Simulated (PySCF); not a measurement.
Excitation energy of Ta(2+) by level of theory

Ta(2+) [Xe] 4f14 5d3 (4F) → Ta(2+) [Xe] 4f14 5d2 6s1, s spin flipped, as a difference of total energies. Calculation: PySCF 2.14, in def2-QZVPPD with the def2 core potential (60 electrons) (7s6p4d3f2g, 84 functions); a scalar-relativistic core potential. Correlated levels: valence: 5s2 5p6 frozen; valence and next inner shell: nothing frozen outside the core potential. The calculations carry no spin-orbit coupling.

```csv
method,excitation energy (eV)
UHF,1.798
LDA,1.385
PBE,1.653
PBE0,1.765
r2SCAN,2.069
M06,1.080
BLYP,1.249
BP86,1.565
M06-L,1.511
MP2 (valence),1.574
SCS-MP2 (valence),1.271
MP2 (valence and next inner shell),1.427
SCS-MP2 (valence and next inner shell),1.273
```

Task: How much does correlation contribute at MP2 (valence and next inner shell)?

Result: 1.427 − (1.798) = -0.371 eV, measured against UHF.

The upper determinant mixes two multiplicities, so it lies between the two terms.
